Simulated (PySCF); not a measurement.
Species: sum formula H6SiN3O, net charge -1, singlet state. It need not be the lowest isomer of its formula. Whether it binds its extra electron was not tested at this geometry. 
Structure (B3LYP-D3(BJ)/def2-TZVP (Ansatz) minimum search):
```
Si
O 1 1.5616
N 1 1.7874 2 115.99
H 3 1.0122 1 111.41 2 112.17
H 3 1.0128 4 108.06 1 122.12
N 1 1.7874 2 115.99 3 -120.00
H 6 1.0122 1 111.41 2 112.17
H 6 1.0128 7 108.06 1 122.12
N 1 1.7874 2 115.99 3 120.00
H 9 1.0122 1 111.41 2 112.17
H 9 1.0128 10 108.06 1 122.12
```
Charge -1, spin multiplicity 1.

Dispersion corrections to the total energy (kcal/mol) from the dftd3 and dftd4 libraries through PySCF: D3(BJ) without and D4 with the three-body term, each with the damping fitted for the functional named.

```json
[
 {"functional": "BLYP", "D3(BJ)": "-11.27", "D4": "-13.72"},
 {"functional": "TPSS", "D3(BJ)": "…", "D4": "-8.36"},
 {"functional": "PBE0", "D3(BJ)": "-4.59", "D4": "-5.19"},
 {"functional": "PW6B95", "D3(BJ)": "…", "D4": "-5.46"},
 {"functional": "CAM-B3LYP", "D3(BJ)": "-4.14", "D4": "…"},
 {"functional": "B3LYP", "D3(BJ)": "-9.23", "D4": "-9.94"},
 {"functional": "BP86", "D3(BJ)": "-8.43", "D4": "-8.19"}
]
```

**Question.** Some entries are withheld; supply them.

**Answer.** 
- TPSS, D3(BJ): -6.68
- PW6B95, D3(BJ): -2.67
- CAM-B3LYP, D4: -5.22
